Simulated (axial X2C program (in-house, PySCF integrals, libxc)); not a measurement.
## Ω levels of NPmN from open-shell CI on f(δφ)1 f(π)0

Calculated with an axial X2C code built on PySCF integrals: two-component X2C with atomic mean-field Coulomb and Gaunt terms, basis N dyall-v3z, Pm dyall-v3z (cores contracted in-house). Orbitals come from Hartree–Fock averaged over the configuration Pm f(δφ)1 f(π)0; CI then distributes these electrons over the f(δφ), f(π) shells of Pm.

N–Pm–N held linear, both bonds 1.623 Å (near the minimum of the configuration average).

Active spinors (ω > 0):

| shell | ω | ε (eV) | character |
| --- | --- | --- | --- |
| f(δφ) | 5/2 | 2.93 | 100% Pm f |
| f(δφ) | 3/2 | 3.19 | 99% Pm f |
| f(δφ) | 7/2 | 3.39 | 100% Pm f |
| f(δφ) | 5/2 | 3.64 | 100% Pm f |
| f(π) | 3/2 | 5.49 | 97% Pm f |
| f(π) | 1/2 | 5.51 | 96% Pm f |

Lowest levels of this model:

```csv
Ω,energy (cm⁻¹),g∥,configuration
5/2,0,4.12,100% f(δφ)1
7/2,3853,8.00,100% f(δφ)1
3/2,6843,2.02,100% f(δφ)1
5/2,9846,5.88,100% f(δφ)1
```

g∥ is the magnitude of 2⟨Lz + ge Sz⟩ for the +Ω component.

From Ω and g∥ of the lowest level, whose 2⟨Lz + ge Sz⟩ is positive, find ⟨Sz⟩ and ⟨Lz⟩ (ge = 2.0023).

Ω = ⟨Lz⟩ + ⟨Sz⟩ = 5/2 and ⟨Lz⟩ + ge⟨Sz⟩ = 2.060, so ⟨Sz⟩ = -0.44 and ⟨Lz⟩ = 2.94.

Occupations of the active spinors in the lowest level by ω, shell by shell in order of energy: -7/2: 0.00; -5/2: 0.00 0.00; -3/2: 0.00 0.00; -1/2: 0.00; 1/2: 0.00; 3/2: 0.00 0.00; 5/2: 0.97 0.03; 7/2: 0.00. The leading determinant has weight 0.97 among 2.

This point took 4.7 s on 1 thread of Arm Neoverse N1, with other jobs on the host.

Dynamic correlation is missing, so gaps between terms are too wide and other configurations may lie lower; the lowest level listed is that of this model, not necessarily the ground state. At most 6 roots were kept for each Ω > 0 (twice that for Ω = 0) within 3.5 eV of the lowest, so higher up levels can be missing between those listed; levels with Ω > 0 are doubly degenerate and listed once, Ω = 0 levels singly. States that fill the shells left empty in the average are placed too high. The molecule was held linear; bending was not examined.
